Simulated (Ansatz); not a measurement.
GeMe2H2 (C2H8Ge), relaxed as a singlet with RKS PBE-D4/def2-SVP in Ansatz, starting from the GFN2-xTB geometry. Force threshold 0.02 eV/Å.

Start:

```xyz
11

Ge   -0.538   -0.526    0.142
C     1.304   -0.605    0.829
H     1.456   -1.477    1.460
H     1.531    0.281    1.417
H     2.014   -0.655    0.007
C    -0.816    1.082   -0.958
H    -1.828    1.128   -1.348
H    -0.128    1.091   -1.800
H    -0.639    1.980   -0.371
H    -1.515   -0.538    1.287
H    -0.840   -1.761   -0.665
```

```csv
step,energy (eV),largest force component (eV/Å),SCF passes
1,-58702.2745,0.791,24
2,-58702.3629,0.212,26
3,-58702.3682,0.028,27
4,-58702.3684,0.007,21
```

Force components are those of the run's own axes.

End:

```tsv
atom	x (Å)	y (Å)	z (Å)
Ge1	-0.543	-0.529	0.145
C2	1.303	-0.599	0.827
H3	1.455	-1.498	1.455
H4	1.521	0.298	1.439
H5	2.023	-0.633	-0.015
C6	-0.808	1.081	-0.958
H7	-1.845	1.125	-1.345
H8	-0.111	1.076	-1.820
H9	-0.619	1.994	-0.359
H10	-1.542	-0.515	1.340
H11	-0.834	-1.800	-0.708
```

By distances, no bond broke or formed. The bond that changes most is Ge1–H10, from 1.51 to 1.56 Å (atoms count from 1).

No frequencies were taken in this run, so the end may be a saddle point.

Hardware: 4 threads of Intel Xeon on a shared host. Wall time 8.6 s.
